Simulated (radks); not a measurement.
Results of a calculation; reference values are marked as such.
Effect of the nuclear size on the thallium ion Tl+, [Hg]. Level of theory: Dirac Kohn-Sham, exchange-only LDA, spin-unpolarised, spherical densities, finite nucleus; Fermi nuclear charge, rms radius 5.4759 fm (a radial shooting solver on a logarithmic mesh with Libxc functionals). The rms radius is varied about that value; shifts are against it.

rms radius (fm)  total energy shift (eV)  density at nucleus (e/bohr^3)  1s1/2 shift (meV)  2s1/2 shift (meV)  5s1/2 shift (meV)  5p1/2 shift (meV)  6s1/2 shift (meV)  6p1/2 (empty) shift (meV)  7s1/2 (empty) shift (meV)
4.4738                             -39.9                      2.737e+06             -15900              -2400              -28.0              0.692              -2.49                      0.562                     -0.205
4.9338                             -22.1                      2.626e+06              -8840              -1330              -15.5              0.384              -1.38                      0.312                     -0.114
5.4759                                 0                      2.512e+06              0.000              0.000              0.000              0.000              0.000                      0.000                      0.000
5.8537                              16.2                      2.443e+06               6480                974               11.4             -0.279               1.01                     -0.228                      0.083
6.708                               55.1                      2.305e+06              22000               3310               38.7             -0.943               3.44                     -0.776                      0.283

Slopes of the eigenvalues against <r^2> in GHz/fm^2, as finite differences over the two radii next to the reference (eigenvalue slopes, not the field-shift constants of lines): 1s1/2 373000, 2s1/2 56200, 5s1/2 656, 5p1/2 -16.1, 6s1/2 58.3, 6p1/2 (empty) -13.2, 7s1/2 (empty) 4.80.
